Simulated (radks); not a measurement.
The mean radii <r> (bohr) of the occupied orbitals of an atom or ion are listed with their occupations. Method: Dirac Kohn-Sham, PBE, spin-unpolarised, spherical densities, point nucleus; computed with a radial shooting solver on a logarithmic mesh with Libxc functionals.

orbital      occ.     <r>
1s1/2           2  0.2296
2s1/2           2   1.245
2p1/2    0.666667   1.275
2p3/2     1.33333   1.276

Name the element and its charge. Open shells, if any, are shared by 2j + 1.

Answer. Z = 7, nitrogen, charge +1: N+ in [He] 2s2 2p2. The 1s radius gives Z: for a bare nucleus <r> = (2 gamma + 1)/(2Z) with gamma = sqrt(1 - (Z/c)^2), 0.2141 bohr for Z = 7, and screening makes it slightly larger (0.2296 here). The occupations add up to 6, and the charge is Z minus that.
